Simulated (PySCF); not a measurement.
H4Sn, triplet, at the geometry of the source list (a higher spin typed on purpose: for a closed-shell molecule this is an excited state) (core potentials on Sn); R2SCAN/def2-SVP (PySCF).

The PySCF input:
```python
from pyscf import gto, scf, dft

mol = gto.M(
    atom='''
Sn   -0.00040000   -0.00240000    0.00050000
H    -1.07600000    1.12680000   -0.50160000
H     0.24570000   -1.08960000   -1.19940000
H    -0.58840000   -0.76120000    1.32790000
H     1.41910000    0.72650000    0.37260000
''',
    basis='def2-svp',
    ecp={'Sn': 'def2-svp'},
    spin=2,
    verbose=4,
)

mf = dft.UKS(mol)
mf.xc = 'r2scan'
mf.DIIS = scf.EDIIS
mf.kernel()
mf.analyze()
```

Task: Predict the main parts of the log of this PySCF run.

Result: 
```
PySCF version 2.14.0

[INPUT] verbose = 4
[INPUT] num. atoms = 5
[INPUT] num. electrons = 26
[INPUT] charge = 0
[INPUT] spin (= nelec alpha-beta = 2S) = 2
[INPUT] symmetry False subgroup None
[INPUT] Mole.unit = angstrom
[INPUT] Symbol           X                Y                Z      unit          X                Y                Z       unit  Magmom
[...]
nuclear repulsion = 29.6130948541059
number of shells = 22
number of NR pGTOs = 89
number of NR cGTOs = 46
basis = def2-svp
ecp = {'Sn': 'def2-svp'}

******** <class 'pyscf.dft.uks.UKS'> ********
method = UKS
initial guess = minao
damping factor = 0
level_shift factor = 0
DIIS = <class 'pyscf.scf.diis.EDIIS'>
diis_start_cycle = 1
diis_space = 8
diis_damp = 0
SCF conv_tol = 1e-09
SCF conv_tol_grad = None
SCF max_cycles = 50
direct_scf = True
direct_scf_tol = 1e-13
number electrons alpha = 14  beta = 12
XC library pyscf.dft.libxc version 7.1.2
    S. Lehtola, C. Steigemann, M. J. T. Oliveira, and M. A. L. Marques,  SoftwareX 7, 1–5 (2018)
XC functionals = r2scan
    J. W. Furness, A. D. Kaplan, J. Ning, J. P. Perdew, and J. Sun,  J. Phys. Chem. Lett. 11, 8208–8215 (2020)
    J. W. Furness, A. D. Kaplan, J. Ning, J. P. Perdew, and J. Sun,  J. Phys. Chem. Lett. 11, 9248–9248 (2020)
    J. W. Furness, A. D. Kaplan, J. Ning, J. P. Perdew, and J. Sun,  J. Phys. Chem. Lett. 11, 8208–8215 (2020)
    J. W. Furness, A. D. Kaplan, J. Ning, J. P. Perdew, and J. Sun,  J. Phys. Chem. Lett. 11, 9248–9248 (2020)
radial grids:
    Treutler-Ahlrichs [JCP 102, 346 (1995); DOI:10.1063/1.469408] (M4) radial grids

becke partition: Becke, JCP 88, 2547 (1988); DOI:10.1063/1.454033
pruning grids: <function nwchem_prune>
grids dens level: 3
symmetrized grids: False
atomic radii adjust function: <function treutler_atomic_radii_adjust>
small_rho_cutoff = 0
Set gradient conv threshold to 3.16228e-05
tot grids = 61192
init E= -193.924003644818

cycle= 1 E= -215.358152906992  delta_E= -21.4  |g|= 1.67  |ddm|= 4.85

cycle= 2 E= -214.995021141484  delta_E= 0.363  |g|= 2.08  |ddm|= 6.27

cycle= 3 E= -216.36339728451  delta_E= -1.37  |g|= 0.255  |ddm|= 4.17

cycle= 4 E= -216.363397284709  delta_E= -1.99e-10  |g|= 0.255  |ddm|= 4.78e-09

cycle= 5 E= -216.363397283137  delta_E= 1.57e-09  |g|= 0.255  |ddm|= 3.77e-08

cycle= 6 E= -216.363397284483  delta_E= -1.35e-09  |g|= 0.255  |ddm|= 3.23e-08

cycle= 7 E= -216.363397283336  delta_E= 1.15e-09  |g|= 0.255  |ddm|= 2.75e-08

[...]

cycle= 49 E= -216.346259776637  delta_E= -0.125  |g|= 0.229  |ddm|= 4.12

cycle= 50 E= -216.34625978202  delta_E= -5.38e-09  |g|= 0.229  |ddm|= 1.56e-07
SCF not converged.
SCF energy = -216.34625978202 after 50 cycles  <S^2> = 2.0073038  2S+1 = 3.0048653
**** SCF Summaries ****
Total Energy =                        -216.346259782019843
Nuclear Repulsion Energy =              29.613094854105899
One-electron Energy =                 -436.554344114371702
Two-electron Energy =                  190.594989478245964
Two-electron Coulomb Energy =          210.169397419935223
DFT Exchange-Correlation Energy =      -19.574407941689259
**** MO energy ****
                             alpha | beta                alpha | beta
[...]
spin_pop of  0 Sn 4s        0.00012
spin_pop of  0 Sn 5s        0.05983
spin_pop of  0 Sn 6s        0.00013
spin_pop of  0 Sn 7s        0.00292
spin_pop of  0 Sn 4px       0.00129
spin_pop of  0 Sn 4py       0.00151
spin_pop of  0 Sn 4pz       0.00205
spin_pop of  0 Sn 5px       0.02122
spin_pop of  0 Sn 5py       0.00043
spin_pop of  0 Sn 5pz       0.00060
spin_pop of  0 Sn 6px       0.00943
spin_pop of  0 Sn 6py       0.12439
spin_pop of  0 Sn 6pz       0.19956
spin_pop of  0 Sn 7px       0.29350
spin_pop of  0 Sn 7py       0.00277
spin_pop of  0 Sn 7pz       0.00347
spin_pop of  0 Sn 4dxy      0.05182
spin_pop of  0 Sn 4dyz      0.00283
spin_pop of  0 Sn 4dz^2     0.00142
spin_pop of  0 Sn 4dxz      0.00099
spin_pop of  0 Sn 4dx2-y2   -0.00008
spin_pop of  0 Sn 5dxy      0.04002
spin_pop of  0 Sn 5dyz      0.00600
spin_pop of  0 Sn 5dz^2     0.00442
spin_pop of  0 Sn 5dxz      0.00626
spin_pop of  0 Sn 5dx2-y2    0.00222
spin_pop of  1 H 1s        0.00913
spin_pop of  1 H 2s        0.00725
spin_pop of  1 H 2px       0.00125
spin_pop of  1 H 2py      -0.00036
spin_pop of  1 H 2pz       0.00857
spin_pop of  2 H 1s        0.23937
spin_pop of  2 H 2s        0.00124
spin_pop of  2 H 2px       0.00075
spin_pop of  2 H 2py       0.00720
spin_pop of  2 H 2pz       0.00538
spin_pop of  3 H 1s        0.67265
spin_pop of  3 H 2s        0.01469
spin_pop of  3 H 2px       0.00099
spin_pop of  3 H 2py       0.00853
spin_pop of  3 H 2pz       0.00400
spin_pop of  4 H 1s        0.16010
spin_pop of  4 H 2s        0.00620
spin_pop of  4 H 2px       0.00040
spin_pop of  4 H 2py       0.00549
spin_pop of  4 H 2pz       0.00809
In total            14.00000 | 12.00000
Dipole moment(X, Y, Z, Debye): -2.93489, -1.46797,  4.39408
```

Convergence was not reached.
